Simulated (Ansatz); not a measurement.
`FC(F)N[SiH3]` + CH₃OH → `COC(F)F` + `N[SiH3]`  (substitution at a C–N bond)

Program: Ansatz. Geometries: PBE0-D4/def2-TZVP. ΔE: electronic, gas phase. CCSD(T)/CBS adds triple-zeta CCSD(T) − MP2 to the extrapolated MP2 energy (def2 sets, frozen cores). This one scheme is used for every species. DFT in def2-TZVPP. One conformer a species, not always the lowest.

`FC(F)N[SiH3]`:

Z-matrix (Å, degrees):
```
C
F 1 1.356
N 1 1.392 2 109.1
F 1 1.372 2 105.5 3 121.5
H 1 1.094 2 109.1 3 -124.4
Si 3 1.742 1 124.9 2 34.9
H 3 1.006 1 113.8 2 -162.6
H 6 1.484 3 112.6 1 50.0
H 6 1.482 3 111.2 1 -72.5
H 6 1.484 3 104.1 1 169.2
```

CH₃OH:

```xyz
6

C    -0.151   -0.071    0.315
O     0.897    0.087   -0.614
H     0.302   -0.362    1.262
H    -0.857   -0.857    0.019
H    -0.710    0.860    0.477
H     0.520    0.343   -1.458
```

`COC(F)F`:

Z-matrix (Å, degrees):
```
C
O 1 1.417
H 1 1.093 2 111.2
H 1 1.096 2 110.9 3 122.1
H 1 1.088 2 106.4 3 -119.3
C 2 1.349 1 113.9 3 -66.8
F 6 1.336 2 107.6 1 -172.4
F 6 1.360 2 111.2 1 70.3
H 6 1.099 2 113.6 1 -50.8
```

`N[SiH3]`:

Cartesian coordinates in Å:
```
N 1.017 -0.176 0.271
Si -0.648 0.009 -0.121
H 1.422 0.387 1.001
H 1.686 -0.340 -0.464
H -1.424 -0.043 1.145
H -1.018 1.278 -0.818
H -1.034 -1.114 -1.014
```

```csv
level,ΔE (kcal/mol)
PBE-D4,-2.1
r2SCAN,-3.3
CCSD/def2-TZVPP,-2.7
SCS-MP2/def2-QZVPP,-2.2
```

(1) What does CCSD(T)/CBS give? (An estimate is asked.)

Largest T1 diagnostic among the species: 0.012.

Answers

(1) The calculation gave: -2.2 kcal/mol. The listed levels differ from it by 0.1, -1.1, -0.5, 0.0 kcal/mol.

In def2-TZVPP, CCSD(T) changes the Hartree–Fock value by +1.4 kcal/mol (the triples alone add −0.0 kcal/mol) and MP2 by +1.7 kcal/mol.
